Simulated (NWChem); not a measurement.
System: ZrHF₃; SMILES [F][ZrH]([F])[F]

Program: NWChem. Each level has its own optimisation; frequencies are unscaled.

For level B3LYP/3-21G (all-electron, non-relativistic):

```
Item                               Result
---------------------------------  ------
highest harmonic frequency (cm⁻¹)    1648
```

Estimate the same quantities for level Hartree-Fock/3-21G (all-electron, non-relativistic).

The highest harmonic frequency (cm⁻¹) is 1700.
